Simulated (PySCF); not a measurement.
Ligand exchange on a metal centre used in film growth or etching (Zn NH2-H). Isolated molecules, 0 K electronic values unless said otherwise. One relaxed conformer stands for each flexible species; it need not be the lowest.

These are PBE-D3(BJ)/def2-TZVP // PBE-D3(BJ)/def2-SVP (PySCF) values and carry that method's errors. 

```
species                                charge on the central atom (Mulliken) (e)  HOMO (eV)  LUMO (eV)  coordination number
-------------------------------------  -----------------------------------------  ---------  ---------  -------------------
0 of 2 NH2 replaced by H ([Zn(NH2)2])                                       0.35      -5.53      -1.22                    ?
1 of 2 NH2 replaced by H                                                    0.20      -5.56      -1.00                    2
2 of 2 NH2 replaced by H                                                    0.06      -6.85          ?                    ?
```

Fill in the missing entries.


- 0 of 2 NH2 replaced by H ([Zn(NH2)2]), coordination number: 2
- 2 of 2 NH2 replaced by H, LUMO (eV): -1.40
- 2 of 2 NH2 replaced by H, coordination number: 2
